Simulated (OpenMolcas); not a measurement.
Mn III: effect of the level shift or regulariser

* Program: OpenMolcas
* Basis: ANO-RCC-VDZP [5s4p2d1f]
* Scalar Hamiltonian: DKH2, point nucleus
* Active space: 5 electrons in 5 orbitals (3d)
* State averaging: 2S+1 = 6 even, 1 root; 2S+1 = 4 even, 24 roots; 2S+1 = 2 even, 75 roots
* Spin-orbit coupling: RASSI with atomic mean-field integrals over the reference wave functions, term energies averaged over their components

Methods on the same reference wave functions:
A. CASSCF
B. MS-CASPT2, IPEA 0.25 Eh, imaginary shift 0.1 Eh (closed shells correlated: 3s 3p)
C. MS-CASPT2, IPEA 0.25 Eh, real shift 0.2 Eh (closed shells correlated: 3s 3p)

Energies in cm⁻¹ above 3d⁵ ⁶S_5/2, the measured ground level; measured values from Corliss and Sugar, J. Phys. Chem. Ref. Data 6, 1253 (1977).

```json
{"Level": "3d⁵ ⁶S_5/2", "A": "0.0", "B": "0.0", "C": "0.0", "Measured": "0.0"}
{"Level": "3d⁵ ⁴G_5/2", "A": "31872", "B": "28900", "C": "28910", "Measured": ""}
{"Level": "3d⁵ ⁴G_7/2", "A": "31885", "B": "28920", "C": "28930", "Measured": "26860"}
{"Level": "3d⁵ ⁴G_11/2", "A": "31889", "B": "28920", "C": "28940", "Measured": "26824"}
{"Level": "3d⁵ ⁴G_9/2", "A": "31893", "B": "28930", "C": "28940", "Measured": ""}
{"Level": "3d⁵ ⁴P_5/2", "A": "36644", "B": "31160", "C": "31180", "Measured": "29168"}
{"Level": "3d⁵ ⁴P_3/2", "A": "36683", "B": "31200", "C": "31220", "Measured": ""}
{"Level": "3d⁵ ⁴P_1/2", "A": "36728", "B": "31230", "C": "31260", "Measured": ""}
{"Level": "3d⁵ ⁴D_7/2", "A": "39643", "B": "34680", "C": "34700", "Measured": "32307"}
{"Level": "3d⁵ ⁴D_1/2", "A": "39687", "B": "34720", "C": "34740", "Measured": "32369"}
{"Level": "3d⁵ ⁴D_3/2", "A": "39722", "B": "34750", "C": "34770", "Measured": ""}
{"Level": "3d⁵ ⁴D_5/2", "A": "39731", "B": "34750", "C": "34770", "Measured": "32384"}
{"Level": "3d⁵ ²I_11/2", "A": "45318", "B": "42300", "C": "42320", "Measured": "39174"}
{"Level": "3d⁵ ²I_13/2", "A": "45351", "B": "42350", "C": "42360", "Measured": "39176"}
{"Level": "3d⁵ ²D_5/2(1) [73 %]", "A": "50999", "B": "44180", "C": "44200", "Measured": "41238"}
{"Level": "3d⁵ ²D_3/2(1)", "A": "51398", "B": "44510", "C": "44540", "Measured": "41570"}
{"Level": "3d⁵ ²F_7/2(1)", "A": "52353", "B": "45760", "C": "45790", "Measured": "42606"}
{"Level": "3d⁵ ²F_5/2(1) [72 %]", "A": "52831", "B": "46190", "C": "46210", "Measured": "43105"}
{"Level": "3d⁵ ⁴F_9/2", "A": "53350", "B": "47120", "C": "47150", "Measured": "43573"}
{"Level": "3d⁵ ⁴F_7/2", "A": "53378", "B": "47150", "C": "47170", "Measured": "43602"}
{"Level": "3d⁵ ⁴F_5/2", "A": "53444", "B": "47190", "C": "47220", "Measured": "43669"}
{"Level": "3d⁵ ⁴F_3/2", "A": "53475", "B": "47220", "C": "47250", "Measured": "43675"}
{"Level": "3d⁵ ²H_9/2", "A": "55563", "B": "50290", "C": "50310", "Measured": "46516"}
{"Level": "3d⁵ ²H_11/2", "A": "55693", "B": "50470", "C": "50490", "Measured": "46671"}
```

Deviations, from unrounded energies. A percentage is the sum of absolute deviations over the sum of measured energies, with the sign that they share, or ± where signs differ.

```json
{"Against measurement": "mean absolute deviation (cm-1)", "Levels": "18", "A": "8200", "B": "3000", "C": "3000"}
{"Against measurement": "other terms of the ground configuration (%)", "Levels": "18", "A": "+21.3", "B": "+7.7", "C": "+7.7"}
```

B, C lie about equally close to measurement and A furthest from it. The largest miss of B in the table is 3d⁵ ²H_11/2, by +3800 cm-1. The ranking rests on the paired levels alone, and a cruder setting can come out closer through cancelling errors.

Between B and C the level of the table that moves most is 3d⁵ ⁴F_3/2, by 25 cm-1 (lowest in B, highest in C). Moves below CASPT2's spread within the term are not significant.

The mean deviations of B to C differ by less than CASPT2's widest spread within a term (750 cm-1), so their order carries little weight.

From A to B the spin-free energies of the other terms of 3d⁵ shown, above ⁶S, scale by factors of 0.85 to 0.93, as is usual when dynamic correlation screens the repulsion within a d or f shell.

The lowest spin-free term lies below A's lowest term by 0.305 hartree in B, 0.304 hartree in C.

CASPT2 breaks the degeneracy within a term, and the mean is taken; among the terms shown or strongly mixed into the levels shown the widest spread is 750 cm-1 (3d⁵ ⁴F, B). Without dynamic correlation excited terms often stand tens of per cent too high (terms of higher spin than the ground term too low), and those without a measured partner can miss by more than the paired ones (holds for A). Blocks of more than 70 roots (2S+1 = 2 even) ran without multistate coupling (holds for B; C). Measured partners are found by configuration, term and J. A level has none where our copy of the source lacks it or the pairing is in doubt (some pairs that miss far off the trend of their configuration count as doubtful), and it then counts in no deviation. Only configurations of the active space appear. Levels that lie high or do not pair safely by name in every column are left out.

A share in square brackets marks a mixed level and gives the weight of the term that names it, the lowest over the columns. A number in round brackets counts repeated terms of one configuration in the order of the reference energies.
